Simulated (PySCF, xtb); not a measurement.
In(F)(Br)(Me) (CH3BrFIn), SMILES [CH3][In]([F])[Br].

Harmonic wavenumbers (cm⁻¹) from xtb with GFN2-xTB at its own minimum, in rising order: 34, 60, 81, 95, 222, 342, 432, 675, 681, 1154, 1384, 1393, 3007, 3029, 3039.

Q: What does B3LYP-D3(BJ)/def2-SVP (PySCF) give at its own minimum? (An estimate is asked for; the answer gives what the named calculation found.)

A: 25, 85, 112, 129, 246, 497, 600, 728, 755, 1177, 1427, 1431, 3057, 3171, 3186. Paired by order, the mean absolute difference is 68 cm⁻¹ and the zero-point energies are 22.3 and 23.8 kcal/mol.
